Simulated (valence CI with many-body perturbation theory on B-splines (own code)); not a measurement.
## V⁷⁺: calculation against measured levels

Computed by relativistic CI+MBPT: six valence electrons over a frozen Dirac-Fock core [Ne], a basis of 9 s, 9 p, 8 d, 6 f, 3 g, 1 h functions for each j, with the one-electron correlation potential Σ1 (screened to all orders), the two-electron term Σ2, the three-electron term Σ3, Breit, model QED; selected single and double excitations, second order for the rest, scaled by the run's own slope (own B-spline code, finite nucleus).

Set against measurement, 8 paired levels are off by 125 cm⁻¹ on average, the worst by 342. These come from a selection out of Sugar and Corliss, J. Phys. Chem. Ref. Data 7, 1191 (1978). Levels without a partner in it may be off by more. Among the levels kept, up to 830 cm⁻¹ of a level comes from second order outside the variational space, and about a tenth of that is noise between levels of different J, which matters for small intervals.

Measured levels: Sugar and Corliss, J. Phys. Chem. Ref. Data 7, 1191 (1978). Pairs share parity and J, and are chosen by configuration, term and nearness in energy; levels without a clear partner are left out. Energies in cm⁻¹ above the measured ground level.

Names give the largest LS component (configuration and term), which can be under half, so a name can repeat, a term be missing and a line seem to break the LS rules; names also repeat where a configuration has a term twice.

| Computed label | Label in the source | Measured | Computed | Difference |
| --- | --- | --- | --- | --- |
| 3s²3p⁴ ³P_2 | 3s2 3p4 3P | 0 | 0.0 | 0 |
| 3s²3p⁴ ³P_1 | 3s2 3p4 3P | 6007.8 | 6013.5 | +6 |
| 3s²3p⁴ ³P_0 | 3s2 3p4 3P | 7579.6 | 7610.0 | +30 |
| 3s²3p⁴ ¹D_2 | 3s2 3p4 1D | 27072 | 27228.6 | +157 |
| 3s²3p⁴ ¹S_0 | 3s2 3p4 1S | 60641 | 60983.0 | +342 |
| 3s3p⁵ ³P°_2 | 3s 3p5 3P° | 217486.3 | 217338.9 | -147 |
| 3s3p⁵ ³P°_1 | 3s 3p5 3P° | 222405.6 | 222267.0 | -139 |
| 3s3p⁵ ³P°_0 | 3s 3p5 3P° | 225241.6 | 225094.3 | -147 |
| 3s3p⁵ ¹P°_1 | 3s 3p5 1P° | 278200 | 278232.9 | +33 |

Over 8 excited levels the mean absolute difference is 125 cm⁻¹, the median 143 and the largest 342. The comparison draws on a selection of the measured levels: 9 of the 35 computed ones have a partner in it, and others may be off by more.
